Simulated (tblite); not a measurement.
Compound: C6H6F2N (doublet state).
Atom-mapped SMILES: `[CH3:1][C@@H:2]([F:3])/[C:4]([C:5]#[N:6])=[CH:7]/[CH:8][F:9]` (hydrogens: H10, H11, H12 on C1; H13 on C2; H14 on C7; H15 on C8)

Cartesian coordinates in Å at the GFN2-xTB level; atoms count from 1:
```
atom  x, y, z in Å
C1    -2.0010   -0.5889   -0.5211
C2    -1.1610    0.0061    0.6096
F3    -1.0654   -0.9137    1.6310
C4     0.2105    0.3950    0.1337
C5     0.2793    1.5026   -0.7037
N6     0.3193    2.4223   -1.3984
C7     1.3514   -0.3377    0.4817
C8     2.6047   -0.0193    0.0719
F9     3.6465   -0.7621    0.4398
H10   -2.1340    0.1524   -1.3040
H11   -1.5038   -1.4640   -0.9338
H12   -2.9729   -0.8846   -0.1337
H13   -1.6745    0.8810    1.0363
H14    1.2203   -1.1990    1.1227
H15    2.8761    0.8177   -0.5539
```

Level: GFN2-xTB in tblite, geometry and Hessian alike; calculated harmonic values, unscaled, isolated species. Against measured fundamentals such values can be off by several per cent, at times by over 20. One conformer, not necessarily the lowest. Open shells enter through the occupations alone, without spin polarisation, and single modes of such species can be off by tens of per cent.

Harmonic wavenumbers (cm⁻¹): 28.2, 108.6, 116.0, 145.5, 167.0, 203.4, 254.7, 305.5, 339.7, 406.5, 433.1, 501.2, 561.4, 613.7, 708.0, 824.6, 919.6, 938.0, 1014.7, 1070.4, 1085.2, 1126.8, 1176.0, 1231.1, 1241.6, 1265.2, 1305.9, 1383.9, 1390.8, 1467.0, 1478.7, 1525.9, 2290.8, 2874.6, 3044.7, 3048.1, 3058.3, 3082.0, 3095.7.

A = 2034, B = 1078, C = 762.9 MHz; mass 130.047 u (most abundant isotopes); point group C1, symmetry number 1; spin multiplicity 2.

Question: Zero-point energy?

Answer: Half the sum of the wavenumbers: 22916 cm⁻¹ = 65.52 kcal/mol.

Question: Entropy at 298.15 K, 1 bar (ideal gas, RRHO, classical rotation)?

Answer: Translation 40.53, rotation 29.64, vibration 28.67, spin (R ln 2) 1.38: S = 100.2 cal/(mol K).

Question: And Cp and H(298.15 K) − H(0)?

Answer: Cp = 35.59 cal/(mol K), of which vibrations give 27.65 (their classical limit is 39 R = 77.5); H(298.15 K) − H(0) = 6.78 kcal/mol without the zero-point energy, 4.41 from vibrations.

Question: Which modes carry the vibrational entropy at 298.15 K?

Answer: 28.2 cm⁻¹: 5.95; 108.6 cm⁻¹: 3.29; 116.0 cm⁻¹: 3.17; 145.5 cm⁻¹: 2.73; 167.0 cm⁻¹: 2.47; 203.4 cm⁻¹: 2.10 cal/(mol K); the other 33 give 8.95 together.

Question: What must be added to the electronic energy to get the Gibbs energy at 298.15 K and 1 bar?

Answer: ZPE + [H(298.15 K) − H(0)] − T·S = 65.52 + 6.78 − 29.88 = 42.42 kcal/mol.

Question: Blend soft modes into free rotors: weight 1/[1 + (100 cm⁻¹/ν̃)⁴] for the oscillator and the rest for a rotor with moment μB/(μ + B), μ = h/(8π²ν), B = 10⁻⁴⁴ kg m². What vibrational entropy results?

Answer: 26.42 cal/(mol K) in place of 28.67, which changes −T·S at 298.15 K by +0.67 kcal/mol.

Question: How do the functions run with temperature in this model?

Answer: 
```json
{"T (K)": "100", "S (cal/(mol K))": "71.6", "Cp (cal/(mol K))": "18.9", "H − H(0) (kcal/mol)": "1.30", "G − H(0) (kcal/mol)": "-5.86", "ln q(vib)": "1.88"}
{"T (K)": "200", "S (cal/(mol K))": "87.6", "Cp (cal/(mol K))": "27.9", "H − H(0) (kcal/mol)": "3.66", "G − H(0) (kcal/mol)": "-13.87", "ln q(vib)": "4.49"}
{"T (K)": "300", "S (cal/(mol K))": "100.4", "Cp (cal/(mol K))": "35.7", "H − H(0) (kcal/mol)": "6.84", "G − H(0) (kcal/mol)": "-23.29", "ln q(vib)": "7.03"}
{"T (K)": "500", "S (cal/(mol K))": "122.0", "Cp (cal/(mol K))": "49.2", "H − H(0) (kcal/mol)": "15.41", "G − H(0) (kcal/mol)": "-45.60", "ln q(vib)": "11.82"}
{"T (K)": "800", "S (cal/(mol K))": "148.2", "Cp (cal/(mol K))": "61.9", "H − H(0) (kcal/mol)": "32.25", "G − H(0) (kcal/mol)": "-86.29", "ln q(vib)": "18.32"}
{"T (K)": "1000", "S (cal/(mol K))": "162.6", "Cp (cal/(mol K))": "67.3", "H − H(0) (kcal/mol)": "45.20", "G − H(0) (kcal/mol)": "-117.40", "ln q(vib)": "22.23"}
```

q(vib) and H(0) count from the zero-point level.

Hindered rotation and anharmonicity are outside this model. Other conformers, if any are populated, would add a mixing term that is left out. The structure is chiral; the term R ln 2 for an equal mix with its mirror image is left out.
